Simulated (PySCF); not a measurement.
First-order multiplets

Atom-mapped SMILES (the numbers label the heavy atoms): `[F:1][CH2:2][C:3]([F:4])([F:5])[C:6]([F:7])([F:8])[F:9]` (H(Xn): hydrogen on atom n).

[PySCF: couplings computed with B3LYP/pcJ-1 (spin–dipole term only in couplings to heteroatoms); shielding tensors at KT3/pcSseg-2 (GIAO); PBE0-D3(BJ)/def2-SVP structure; in vacuum; fast rotation and ring inversion assumed for equivalent nuclei; no relativistic terms; one computed conformer]

References, each an isolated molecule treated in the same way: ¹⁹F (146.91 ppm) against CFCl3; ¹³C (181.31 ppm) against TMS.

Spectrometer: 800 MHz for ¹H. First-order analysis; couplings under 1 Hz (under 4 Hz in carbon signals) are ignored, and nearly equal couplings are merged; the smaller ones broaden or split the lines further.

(1) What pattern does F4/F5 show (¹⁹F)?

(2) What pattern does C6 show in the proton-coupled ¹³C spectrum?

(3) What pattern does F7/F8/F9 show (¹⁹F)?

(4) What pattern does C2 show in the proton-coupled ¹³C spectrum?

Answers

(1) A triplet of doublets of quartets at δ -159.6: 16.5 Hz to H(C2) (2 × ¹H, 3 bonds away), 15.4 Hz to F1 (1 × ¹⁹F, 3 bonds away), 4.4 Hz to F7/F8/F9 (3 × ¹⁹F, 3 bonds away). Lines in Hz from the centre (relative intensity): +30.8 (1), +26.4 (3), +22.0 (3), +17.6 (1), +15.4 (1), +14.3 (2), +11.0 (3), +9.9 (6), +6.6 (3), +5.5 (6), +2.2 (1), +1.1 (2), -1.1 (2), -2.2 (1), -5.5 (6), -6.6 (3), -9.9 (6), -11.0 (3), -14.3 (2), -15.4 (1), -17.6 (1), -22.0 (3), -26.4 (3), -30.8 (1). The outer lines are 61.6 Hz apart, the sum of the couplings kept, or 0.082 ppm at this field.

(2) A quartet of triplets at δ 127.2: 354.8 Hz to F7/F8/F9 (3 × ¹⁹F, 1 bond away), 33.1 Hz to F4/F5 (2 × ¹⁹F, 2 bonds away). Lines in Hz from the centre (relative intensity): +565.3 (1), +532.2 (2), +499.1 (1), +210.5 (3), +177.4 (6), +144.3 (3), -144.3 (3), -177.4 (6), -210.5 (3), -499.1 (1), -532.2 (2), -565.3 (1). The outer lines are 1130.6 Hz apart, the sum of the couplings kept, or 5.620 ppm at this field.

(3) A quartet of triplets at δ -112.7: 4.6 Hz to F1 and F4/F5 (3 × ¹⁹F, 3 or 4 bonds away), 1.2 Hz to H(C2) (2 × ¹H, 4 bonds away). Lines in Hz from the centre (relative intensity): +8.1 (1), +6.9 (2), +5.7 (1), +3.5 (3), +2.3 (6), +1.1 (3), -1.1 (3), -2.3 (6), -3.5 (3), -5.7 (1), -6.9 (2), -8.1 (1). The outer lines are 16.2 Hz apart, the sum of the couplings kept, or 0.022 ppm at this field.

(4) A doublet of triplets of triplets at δ 81.5: 258.1 Hz to F1 (1 × ¹⁹F, 1 bond away), 157.8 Hz to H(C2) (2 × ¹H, 1 bond away), 21.1 Hz to F4/F5 (2 × ¹⁹F, 2 bonds away). Lines in Hz from the centre (relative intensity): +307.9 (1), +286.9 (2), +265.8 (1), +150.2 (2), +129.1 (4), +108.0 (2), +49.9 (1), +28.8 (2), +7.7 (1), -7.7 (1), -28.8 (2), -49.9 (1), -108.0 (2), -129.1 (4), -150.2 (2), -265.8 (1), -286.9 (2), -307.9 (1). The outer lines are 615.9 Hz apart, the sum of the couplings kept, or 3.062 ppm at this field.

3J across rotatable bonds or in flexible rings reflects this conformer alone.
